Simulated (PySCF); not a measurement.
Species: C3H10NO2Si (doublet state).
SMILES with atom numbers: `[CH3:1][CH:2]([CH3:3])[O:4][Si@@H:5]([NH:6])[OH:7]` (hydrogens: H8, H9, H10 on C1; H11 on C2; H12, H13, H14 on C3; H15 on Si5; H16 on N6; H17 on O7)

Structure used (GFN2-xTB), in Å, numbered top down from 1:
```xyz
17
C3H10NO2Si angstrom
C     -1.802    1.297    0.400
C     -0.782    0.161    0.465
C     -1.215   -1.032   -0.377
O      0.448    0.660    0.019
Si     1.891   -0.085    0.098
N      1.808   -1.758   -0.096
O      2.867    0.780   -0.874
H     -2.768    0.951    0.756
H     -1.473    2.130    1.015
H     -1.901    1.641   -0.627
H     -0.670   -0.163    1.510
H     -1.381   -0.722   -1.406
H     -0.414   -1.773   -0.364
H     -2.126   -1.470    0.020
H      2.405    0.048    1.481
H      2.524   -2.293   -0.560
H      2.580    1.639   -1.173
```

The hyperfine couplings belong to this conformer and change with its torsions.

Theory: UKS B3LYP, pcH-1 on C H N O Si, non-relativistic, mean-field spin-orbit, GIAO (PySCF 2.14.0). Isolated species at its GFN2-xTB geometry (one conformer only). Couplings are sensitive to structure, and on GFN2-xTB geometries they can be far from those on DFT ones. Stability of the SCF solution: not tested.

(1) Give the principal g shifts and their parts.

(2) At 9.768 GHz, how far is the centre of the isotropic spectrum from where a free electron (g = 2.002319) resonates?

(3) What are the electron Larmor frequencies g μB B/h along the three axes at 340 mT?

(4) In a frozen sample, at which fields do the three g values resonate at 9.5, 34, 94 and 263 GHz (hyperfine left aside), and which band first spreads them over more than twice a line width of 1.0 mT?

## Answers

(1) 
```csv
Δg (ppt),1,2,3
relativistic mass correction,-0.19,-0.19,-0.19
gauge correction,0.00,0.04,0.05
orbital Zeeman/spin–orbit,0.12,1.33,7.74
total,-0.07,1.17,7.59
```

So g = 2.00225, 2.00349, 2.00991 and g_iso = 2.00522; the tensor is rhombic: the two nearest values differ by 16 % of g3 − g1. 

(2) B = hν/(g μB) with μB/h = 13.99624 MHz/mT gives 348.55 mT for the free electron and 348.04 mT at g_iso, 0.50 mT lower.

(3) 9.5281, 9.5341, 9.5646 GHz for g1, g2 and g3, a range of 36.5 MHz.

(4) 
```
band    GHz  B(g3) mT  B(g2) mT  B(g1) mT  spread mT
   X    9.5    337.70    338.79    339.00       1.29
   Q   34.0   1208.62   1212.50   1213.25       4.63
   W   94.0   3341.49   3352.19   3354.28      12.79
   J  263.0   9349.06   9379.01   9384.84      35.78
```

The spread grows in proportion to the frequency. Q band is the first where it exceeds 2.0 mT.

The Mulliken spin populations are largest on N6 (+0.96) and H15 (+0.07). N6 is the only atom above +0.15.

The HOMO–LUMO gaps are 8.82 eV among the α and 3.66 eV among the β orbitals.
